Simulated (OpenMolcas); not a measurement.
Re3+ (d4) among equal point charges was computed by CASSCF with the d shell active (OpenMolcas, ANO-RCC-VTZP on the metal). Its lowest spin-free states, and all those of the highest spin:

| 2S+1 | Degeneracy | E (cm-1) |
| --- | --- | --- |
| 5 | 3 | 0.0 |
| 5 | 2 | 7092 |
| 3 | 3 | 10550 |
| 1 | 1 | 11962 |
| 3 | 3 | 13603 |
| 3 | 3 | 16699 |
| 1 | 3 | 17850 |
| 3 | 3 | 18234 |
| 3 | 3 | 19652 |
| 3 | 2 | 19782 |
| 3 | 3 | 22920 |
| 1 | 3 | 23045 |

Question: Is the site octahedral, tetrahedral or cube-like, axial, or of lower symmetry?

Answer: The states with 2S+1 = 5 have orbital degeneracies 3, 2. Threefold states need a cubic site. For d4 at this spin an octahedron puts the twofold E below the threefold T2 and a tetrahedron or cube puts the threefold T2 below the twofold E, so the site is a tetrahedron or a cube, which this pattern cannot tell apart. The first gap at this spin, 7090 cm-1, is |10Dq| in ligand-field theory. The run had Re3+ among 8 point charges of -0.78 e arranged as a cube (Oh), 1.89 Å from the ion.

Spin-orbit coupling mixes the spin-free states strongly: the lowest level takes only 60 % from its leading state, 5T2. Without dynamic correlation the repulsion within the d shell is too large (B by tens of per cent), so at a given field states of lower spin stand too high. Point charges give a weaker field than real ligands, and real ions of this kind are as a rule low spin; the high spin found here belongs to the model. This is an electrostatic model: the charges have no orbitals. No measured value stands beside these numbers.
